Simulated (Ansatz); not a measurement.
Species: 1-methylcyclopenta-1,3-diene, C6H8, net charge 0, singlet state. 
Coordinates optimised at B3LYP-D3(BJ)/def2-TZVP (Ansatz, an electronic-structure program):
```
C
C 1 1.3462
H 2 1.0816 1 125.55
C 2 1.4644 3 124.60 1 -180.00
C 4 1.3429 2 109.39 3 -180.00
H 5 1.0795 4 127.01 2 -180.00
H 4 1.0810 5 126.12 6 0.00
C 1 1.4901 2 128.40 3 0.00
H 8 1.0904 1 111.19 2 0.00
H 8 1.0944 9 107.95 1 -122.54
H 8 1.0944 9 107.95 10 -114.93
C 5 1.5019 6 124.19 4 -180.00
H 12 1.0966 5 112.05 6 59.51
H 12 1.0966 13 106.02 1 -121.64
```

Quantity: atomisation energy (electronic, to ground-state atoms), in eV. Valence correlation only, unless marked. Open shells are spin-unrestricted. No spin-orbit coupling. Non-relativistic. The coupled-cluster limit lacks core correlation, which all-electron functionals hold. CBS(X,Y): correlation extrapolated as X^-3; Hartree-Fock from the larger set.

```
level       program  atomisation energy (eV)
----------  -------  -----------------------
HF/cc-pVDZ   Ansatz                    47.27
```

Q: Predict the CCSD(T)/CBS(cc-pVTZ,cc-pVQZ) result (Ansatz).

A: 63.94 eV, so HF/cc-pVDZ differs from it by -16.67 eV.
